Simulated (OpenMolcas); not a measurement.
MoCl4O (SMILES O=[Mo](Cl)(Cl)(Cl)Cl): the vertical ionisation energy from total energies

The species is MoCl4O (6 atoms), meant as a singlet with charge 0. As SMILES, `O=[Mo](Cl)(Cl)(Cl)Cl`. Geometry: relaxed at PBE0-D4/def2-TZVP.

```xyz
6

O    -0.6473   -1.5528    0.7399
Mo   -0.0603   -0.1449    0.0688
Cl    2.0650   -0.7546    0.3823
Cl   -1.0478   -0.5412   -1.8943
Cl    0.7752    1.8619   -0.8849
Cl   -1.0848    1.1316    1.5882
```

Both states at this one shape; open shells run unrestricted unless said. 1 Eh = 27.2114 eV.

```
                          level     program  singlet MoCl4O (Eh)  doublet MoCl4O+ (Eh)  HOMO of the first (eV)
SVWN5/def2-SVP (core potential)  OpenMolcas         -1977.250195          -1976.863080                   -7.57
 BLYP/def2-SVP (core potential)  OpenMolcas         -1983.747943          -1983.376106                   -7.19
M06-L/def2-SVP (core potential)  OpenMolcas         -1983.822418          -1983.424864                   -7.89
 TPSS/def2-SVP (core potential)  OpenMolcas         -1983.887470          -1983.500551                   -7.65
```

Problem. Work out the vertical ionisation energy at each level.

Solution. 
1. SVWN5/def2-SVP (core potential): -1976.863080 − (-1977.250195) = 0.387115 Eh = 10.53 eV; −ε(HOMO) = 7.57 eV.
2. BLYP/def2-SVP (core potential): -1983.376106 − (-1983.747943) = 0.371837 Eh = 10.12 eV; −ε(HOMO) = 7.19 eV.
3. M06-L/def2-SVP (core potential): -1983.424864 − (-1983.822418) = 0.397554 Eh = 10.82 eV; −ε(HOMO) = 7.89 eV.
4. TPSS/def2-SVP (core potential): -1983.500551 − (-1983.887470) = 0.386919 Eh = 10.53 eV; −ε(HOMO) = 7.65 eV.

No measured value is set beside it here; the levels span 10.12 to 10.82 eV. In semi-local functionals −ε(HOMO) lies far under the ionisation energy, a result of self-interaction, while the difference of totals does much better. Spin-orbit coupling, which splits open shells on such heavy atoms by tenths of an eV, is left out.
